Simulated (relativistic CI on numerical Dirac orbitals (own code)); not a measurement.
## Hyperfine structure of Os²¹⁺, mass number 189

Computed by Dirac-Coulomb-Breit CI, orbitals from a KLI potential per configuration, model QED (radiative potential, 1s self-energy scaled to tabulated hydrogen-like ionisation energies), unscaled Slater integrals (own radial code, finite nucleus).

Configurations in the expansion (outside the closed core [Ar] 3d10 4d10): 4s2 4p6 4f9, 4s2 4p6 4f8 5s, 4s2 4p6 4f7 5s2, 4s2 4p5 4f10, 4s2 4p6 4f8 6s, 4s 4p6 4f10, 4p6 4f11. Levels of other configurations are missing.

Nuclear spin I = 3/2, μ = 0.6576 μN, Q = 0.86 b (tables of Stone and Pyykkö). The electronic factors are computed for point nuclear moments, without core polarisation or the Bohr-Weisskopf and QED corrections.

| Level | E (cm⁻¹) | A (MHz) | B (MHz) |
| --- | --- | --- | --- |
| 4s2 4p6 4f9 6H°_15/2 | 0.0 | 839.4 | 3720 |
| 4s2 4p6 4f9 6H°_13/2 | 16058.6 | 850.8 | 3040 |
| 4s2 4p6 4f9 6H°_9/2 | 30443.5 | 995.7 | 2110 |
| 4s2 4p6 4f9 6H°_5/2 | 38866.7 | 1729 | 1790 |
| 4s2 4p6 4f9 6F°_3/2 | 39044.6 | 1004 | -627 |
| 4s2 4p6 4f9 6F°_5/2 | 41046.4 | 871.7 | 746 |
| 4s2 4p6 4f9 6F°_1/2 | 44264.5 | 3083 |  |

Levels with J = 0, under 50 % of one LS term, or S terms without an open s electron are left out. Small factors come from cancelling terms and can be off by tens of per cent or more.

At this charge energies of transitions that change n are usually good to better than 1 %, and those within a shell (Δn = 0) to a few per cent. Terms inside the open d or f shell come out 10 to 20 % too wide with unscaled integrals.

Give the hyperfine levels of 4s2 4p6 4f9 6H°_5/2 relative to its centre of gravity.

With K = F(F + 1) − I(I + 1) − J(J + 1), E = AK/2 + B[¾K(K + 1) − I(I + 1)J(J + 1)]/[2I(2I − 1)J(2J − 1)]: F = 1: -7825, F = 2: -5797, F = 3: -1415, F = 4: 6930 MHz.

LS names give the leading component of a level, which can be under half, so a name can repeat, a term be missing and a line seem to break the LS rules.
